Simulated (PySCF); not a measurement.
## Correlation energy of Ne⁺ (neon, charge +1)

[He] 2s1 2p6, 2S determinant (an excited configuration). All numbers are calculated (PySCF 2.14, the spin-free X2C one-electron Hamiltonian (Gaussian nucleus), in dyall-acv3z (15s9p4d2f, 76 functions)). Frozen: 1s2; 7 electrons correlated; the 19 highest virtual orbitals of each spin left out.

```json
{"level": "CCSD", "correlation energy (mhartree)": "-312.29"}
{"level": "(T)", "correlation energy (mhartree)": "-9.78"}
{"level": "CCSD(T)", "correlation energy (mhartree)": "-322.07"}
```

Diagnostics: T1 = 0.0069, D1 = 0.0205, largest double amplitude 0.056.

**Question.** Is a single reference adequate?

**Answer.** Yes: T1 lies below 0.03 and no double amplitude reaches 0.07.
